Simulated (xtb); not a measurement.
tetrasilane (H10Si4), SMILES [SiH3][SiH2][SiH2][SiH3]. All values are semi-empirical tight-binding results from xtb (GFN2-xTB unless named), good for trends rather than for accurate numbers. The structure is a stationary point at GFN2-xTB. Other conformers were not sampled.

Optimised geometry:

```xyz
14

Si     2.1452    -0.9587     0.9445
Si     1.0813     0.9905     0.2984
Si    -0.7588     0.6875    -1.0915
Si    -2.4479    -0.6166    -0.2000
H      3.3221    -0.7651     1.7939
H      1.2348    -1.8295     1.6939
H      2.5986    -1.7324    -0.2147
H      2.0566     1.9124    -0.3074
H      0.6420     1.7247     1.4985
H     -0.2944     0.0842    -2.3535
H     -1.3088     1.9803    -1.5319
H     -2.9356    -0.0695     1.0693
H     -3.6240    -0.7718    -1.0582
H     -1.9680    -1.9709     0.0897
```

* **point group as xtb finds it**: C2
* **orbital gap**: 3.69 eV
* **dipole moment**: 0.27 D
* **zero-point energy**: 49.9 kcal/mol
* **G − E(el) at 298.15 K (modified RRHO)**: 27.5 kcal/mol
* **static polarisability (D4 model)**: 117.7 bohr³
* **solvation energy, GFN2-xTB/ALPB(water)**: -0.7 kcal/mol
* **solvation energy, GFN2-xTB/ALPB(acetonitrile)**: -2.6 kcal/mol

Computed atomic charges and the Wiberg bond orders between heavy atoms:
charges (e) Si1 0.36, Si2 0.28, Si3 0.28, Si4 0.36, H5 -0.11, H6 -0.13, H7 -0.13, H8 -0.12, H9 -0.14, H10 -0.14, H11 -0.12, H12 -0.13, H13 -0.11, H14 -0.13. Bond orders Si1–Si2 0.86, Si2–Si3 0.85, Si3–Si4 0.86.
